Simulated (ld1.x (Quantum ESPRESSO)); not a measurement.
## Ge: excitation energies, all-electron against TM

* Element: germanium (Ge)
* Generator: ld1.x (Quantum ESPRESSO) 7.5
* Type: norm-conserving Troullier–Martins (Kleinman–Bylander form)
* Functional: BLYP
* Relativity: scalar-relativistic
* Frozen core: [Ar] 3d10
* Valence charge: 4
* Reference configuration: 4s2 4p2
* Partial waves: 4s (bound): rc 1.90 bohr; 4p (bound): rc 2.40 bohr; 4d channel at -0.15 Ry: rc 2.30 bohr
* Local potential: the d channel
* Core correction: Bessel-smoothed model core inside 1.75 bohr

Energies are relative to the spin-unpolarised reference configuration 4s2 4p2; without spin polarisation the order of configurations can differ from experiment.

(1) Give the all-electron excitation energy and the error of the potential for: 4s2 4p1; 4s2 4p0; 4s1 4p0; 4s2 4p2.3; 4s1 4p2; 4s0 4p4; 4s1 4p3.

Answers

(1)

```tsv
valence configuration	charge	ΔE all-electron (eV)	error AE − PS (meV)
4s2 4p1	+1	7.364	-15
4s2 4p0	+2	22.821	-76
4s1 4p0	+3	57.768	-299
4s2 4p2.3	-0.3	-0.851	-0.4
4s1 4p2	+1	16.113	-52
4s0 4p4	0	16.342	-49
4s1 4p3	0	8.031	-13
```
